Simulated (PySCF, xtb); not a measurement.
HOSi, SMILES [SiH]=O (connectivity only; charge and spin as stated), charge +1, multiplicity 1.

Harmonic wavenumbers (cm⁻¹) from GFN2-xTB in xtb 6.7.1 at its own minimum, in rising order: 626, 626, 1504, 2410.

Q: What does PBE0-D3(BJ)/def2-TZVPD in PySCF give at its own minimum? (Estimate from the structure and the level; the computed values follow.)

A: 443, 443, 1330, 2223. Paired by order, the mean absolute difference is 182 cm⁻¹ and the zero-point energies are 7.4 and 6.3 kcal/mol.
